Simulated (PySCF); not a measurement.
**NaI, r²SCAN: how much the basis matters**

PySCF, UKS reference; singlet, unpaired electrons none; De to Na + I without counterpoise correction.

```tsv
basis	relativity	functions	Re (Å)	ωe (cm⁻¹)	De (eV)	μ (D)
def2-SVP	scalar-relativistic core potentials	41	2.730	252	3.37	-9.18
x2c-SVPall	spin-free X2C	51	2.714	262	3.39	-8.83
def2-SVPD	scalar-relativistic core potentials	53	2.743	248	3.42	-9.32
aug-cc-pVDZ/aug-cc-pVDZ-PP	scalar-relativistic core potentials	59	2.744	249	3.36	-9.28
def2-TZVPP	scalar-relativistic core potentials	82	2.723	254	3.35	-9.12
```

Task: How does each smaller set differ from the one with most functions, def2-TZVPP?

Result: def2-SVP: +0.7 pm, -0.8 % in ωe, +0.02 eV in De; x2c-SVPall: -0.9 pm, +3.1 % in ωe, +0.04 eV in De; def2-SVPD: +2.0 pm, -2.4 % in ωe, +0.07 eV in De; aug-cc-pVDZ/aug-cc-pVDZ-PP: +2.1 pm, -2.0 % in ωe, +0.01 eV in De. All at r²SCAN; the set with most functions is neither the basis-set limit nor always the best. The rows treat relativity differently, so the differences are not basis effects alone.

A positive dipole means Na(−)I(+). These are scalar-relativistic numbers at best; spin–orbit coupling would shift them, the dissociation energy most.
